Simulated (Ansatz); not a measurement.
CH8O2Si2 can be A, `CO[SiH](O)[SiH3]`, or B, `CO[SiH2]O[SiH3]`.

Computed with Ansatz on PBE0-D4/def2-TZVP structures; ΔE is electronic, products minus reactants. CCSD(T)/CBS is the MP2 limit (def2-TZVPP, def2-QZVPP) plus CCSD(T) − MP2 in def2-TZVPP, frozen cores. Functionals use def2-TZVPP. B3LYP here is the variant with VWN-RPA as its local correlation; programs differ in this. One conformer a species, not always the lowest.

(1) Which isomer does CCSD(T)/CBS put lower? Give the gap. (Estimate.)

(2) Give E(B) − E(A) in kJ/mol with CCSD(T)/def2-SVP, BLYP-D4, LDA (SPW92), ωB97M-V, PBE-D4, B2PLYP, B3LYP-D4. (Best estimate.)

(3) Does the order hold for the free energy at 298.15 K (harmonic terms from PBE0-D4)? (An estimate is asked.)

Largest T1 diagnostic: 0.012.

Answers

(1) Computed: B, by 112.7 kJ/mol.

(2) The calculation gave: CCSD(T)/def2-SVP -109.6, BLYP-D4 -104.0, LDA (SPW92) -83.9, ωB97M-V -113.3, PBE-D4 -83.0, B2PLYP -116.1, B3LYP-D4 -111.2. None reverses the order clearly.

(3) Computed: Yes: G(B) − G(A) = -117.1 kJ/mol, for one conformer each. Modes under 60 cm⁻¹, often nearly free rotors, make the harmonic entropy too high.

At CCSD(T), def2-SVP lies +3.1 kJ/mol from the extrapolated value and def2-TZVPP +0.2 kJ/mol. From BLYP to BHLYP (50 % exact exchange), in def2-TZVPP and without D4, E(B) − E(A) moves by −21.0 kJ/mol.
